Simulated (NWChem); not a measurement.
System: SiH$_{2}$O$_{2}$BrF; SMILES O[Si](O)(F)Br

NWChem input:

```
start job
memory heap 200 mb stack 900 mb global 1100 mb
geometry units angstroms noautoz
  O      1.519071     1.248282     0.488863
  Si     0.028308     0.786146     0.019012
  O     -0.298426     1.464378    -1.435254
  F     -1.093229     1.262326     1.075343
  Br    -0.048182    -1.405455    -0.006010
  H      1.804252     2.124538     0.209513
  H     -1.181990     1.363967    -1.801945
end
basis spherical
  * library def2-svpd
end
dft
  xc pbe0
  iterations 150
end
tddft
  cis
  nroots 6
  notriplet
end
task tddft energy
```

Parts of the log:

```
             Northwest Computational Chemistry Package (NWChem) 7.3.0
             --------------------------------------------------------

 C1  symmetry detected

                             Geometry "geometry" -> ""
                             -------------------------

 Output coordinates in angstroms (scale by  1.889725989 to convert to a.u.)

  No.       Tag          Charge          X              Y              Z
 ---- ---------------- ---------- -------------- -------------- --------------
    1 O                    8.0000     1.34039981     1.30991650     0.81781814
    2 Si                  14.0000     0.01642962     0.80839565     0.01017729
    3 O                    8.0000     0.03330631     1.46843649    -1.48839023
    4 F                    9.0000    -1.33596896     1.26439440     0.76085101
    5 Br                  35.0000    -0.00362367    -1.38453835    -0.00499121
    6 H                    1.0000     1.66493682     2.19091075     0.60400966
    7 H                    1.0000    -0.73405132     1.34401910    -2.05488170

 Effective nuclear repulsion energy (a.u.)     452.9052025033

                                 NWChem DFT Module
                                 -----------------

 Summary of "ao basis" -> "ao basis" (spherical)
 ------------------------------------------------------------------------------
       Tag                 Description            Shells   Functions and Types
 ---------------- ------------------------------  ------  ---------------------
 O                         def2-svpd                 9       23   4s3p2d
 Si                        def2-svpd                10       24   5s3p2d
 F                         def2-svpd                 9       23   4s3p2d
 Br                        def2-svpd                15       41   6s5p4d
 H                         def2-svpd                 4        8   2s2p

[...]

                                NWChem TDDFT Module
                                -------------------

            General Information
            -------------------
           No. of orbitals :     300
            Alpha orbitals :     150
             Beta orbitals :     150
        Alpha frozen cores :       0
         Beta frozen cores :       0
     Alpha frozen virtuals :       0
      Beta frozen virtuals :       0
         Spin multiplicity :       1
    Number of AO functions :     150
        Use of symmetry is : off
      Symmetry adaption is : off
         Schwarz screening :  0.10D-07

              XC Information
              --------------
                  PBE0 Method XC Functional
              Hartree-Fock (Exact) Exchange   0.25
   PerdewBurkeErnzerhof Exchange Functional   0.75
     Perdew 1991 LDA Correlation Functional   1.00 local
    PerdewBurkeErnz. Correlation Functional   1.00 non-local

             TDDFT Information
             -----------------
          Calculation type : Tamm-Dancoff TDDFT
         Wavefunction type : Restricted singlets
          No. of electrons :      76
           Alpha electrons :      38
            Beta electrons :      38
              No. of roots :       6
          Max subspacesize :    5200
            Max iterations :     100
               Target root :       1
           Target symmetry : none
      Symmetry restriction : off
                 Algorithm : Optimal
        Davidson threshold :  0.10D-03

    6 smallest eigenvalue differences (eV)
--------------------------------------------------------
  No. Spin  Occ  Vir  Irrep   E(Occ)    E(Vir)   E(Diff)
--------------------------------------------------------
    1    1   38   39 a        -0.327    -0.018     8.405
    2    1   37   39 a        -0.330    -0.018     8.474
    3    1   38   40 a        -0.327     0.020     9.455
    4    1   37   40 a        -0.330     0.020     9.523
    5    1   38   41 a        -0.327     0.028     9.674
    6    1   37   41 a        -0.330     0.028     9.742
--------------------------------------------------------

  Entering Davidson iterations
  Restricted singlet excited states

  Iter   NTrls   NConv    DeltaV     DeltaE      Time
  ----  ------  ------  ---------  ---------  ---------
    1      6       0     0.60E-01   0.10+100       21.4
    2     12       0     0.23E-01   0.69E-02       22.4
    3     18       0     0.18E-01   0.23E-02       22.9
    4     24       0     0.19E-01   0.24E-02       23.6
    5     30       0     0.16E-01   0.14E-02       23.2
    6     36       2     0.49E-02   0.34E-03       23.1
    7     40       2     0.14E-02   0.37E-04       21.3
    8     44       3     0.48E-03   0.28E-05       20.3
    9     47       5     0.12E-03   0.23E-06       19.5
   10     48       6     0.32E-04   0.19E-07       17.4
  ----  ------  ------  ---------  ---------  ---------
  Convergence criterion met

  Ground state a       -3114.111987641131 a.u.

  ----------------------------------------------------------------------------
  Root   1 singlet a              0.264759835 a.u.                7.2045 eV
  ----------------------------------------------------------------------------
     Transition Moments    X -0.21176   Y -0.13709   Z  0.28330
     Dipole Oscillator Strength                    0.0253988680
     Electric Quadrupole                           0.0000000979
     Magnetic Dipole                               0.0000005199
     Total Oscillator Strength                     0.0253994858

[...]
```

Level: PBE0/def2-SVPD, TDA. Structure relaxed at the PBE0/def2-SVP level.
